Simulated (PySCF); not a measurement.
# Finite-field polarisability of Xe (xenon, neutral)

[Xe], closed-shell 1S. Computed with PySCF 2.14 in def2-QZVPPD with the def2 core potential (28 electrons) (8s7p5d4f1g, 91 functions), with scalar relativity through the core potential. Frozen: 4s2 4p6 4d10. Energy changes in a uniform field (μhartree):

| axis | F (au) | HF | MP2 | CCSD | CCSD(T) |
| --- | --- | --- | --- | --- | --- |
| x | 0.0027 | -97.628 | -99.020 | -98.375 | -98.809 |
| x | 0.0054 | -390.614 | -396.195 | -393.612 | -395.352 |

Q: Derive α along x at CCSD(T) from the two fields.

A: With ΔE = −αF²/2 − γF⁴/24, α = −(16 ΔE(F) − ΔE(2F))/(6F²) = 27.11 bohr³.

Q: And the mean polarisability at each level?

A: HF 26.78, MP2 27.16, CCSD 26.99, CCSD(T) 27.11 bohr³. Reference: 27.32 ± 0.2 bohr³ (recommended; Schwerdtfeger and Nagle, table of static dipole polarizabilities (2023 update)).
